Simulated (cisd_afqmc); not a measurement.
System: HSe₂, charge 0, doublet. HSe2 (SMILES [Se][SeH], doublet).
B3LYP-D3(BJ)/def2-TZVP minimum from Ansatz:
```
Se
H 1 1.4830
Se 1 2.2696 2 99.34
```
Charge 0, spin multiplicity 2.

Phaseless AFQMC (cisd_afqmc on Ansatz's integrals) in cc-pVTZ, frozen core: how the trial state and the time step act. The spread is the standard deviation of the local energy over walkers; bars are one sigma, widened where a walk drifts.

| trial | step (1/Eh) | walkers x blocks averaged | spread (Eh) | energy (Eh) |
|---|---|---|---|---|
| CISD | 0.005 | 50800 | 0.037 | -4800.7001 ± 0.0004 |
| CISD | 0.0025 | 51400 | 0.035 | -4800.6994 ± 0.0004 |
| HF | 0.005 | 341800 | 0.160 | -4800.7002 ± 0.0007 |

CCSDT(Q) in the same basis (Ansatz) gives -4800.7008 Eh.
